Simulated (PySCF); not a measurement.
Ionisation energy of Yb⁵²⁺ by level of theory

Yb⁵²⁺ [Ar] (1S) → Yb⁵³⁺ [Ne] 3s2 3p5 (2P), as a difference of total energies. Calculation: PySCF 2.14, in an even-tempered Gaussian basis (17 s from 13 bohr⁻², ratio 2.5; 12 p from 17 bohr⁻², ratio 2.5; 4 d from 69 bohr⁻², ratio 2.7; 4 f from 100 bohr⁻², ratio 2.7); scalar relativity by spin-free X2C-1e. Correlated levels: outer shells: 1s2 frozen; virtual orbitals above 40 to 60 times the deepest correlated orbital energy dropped. The calculations carry no spin-orbit coupling.

```tsv
method	ionisation energy (eV)
UHF	5074.9
LDA	5075.4
PBE	5076.1
PBE0	5076.4
r2SCAN	5077.4
TPSS	5076.4
B2PLYP	5076.2
MP2 (outer shells)	5076.0
SCS-MP2 (outer shells)	5075.8
```

A first-order spin-orbit estimate (lowest level to lowest level, LS coupling) adds -82.820 eV.

Breit and QED terms and the two-electron picture change are absent.

For comparison: 4988 ± 4 eV (theoretical estimate listed by NIST; NIST Atomic Spectra Database, ionization energies).
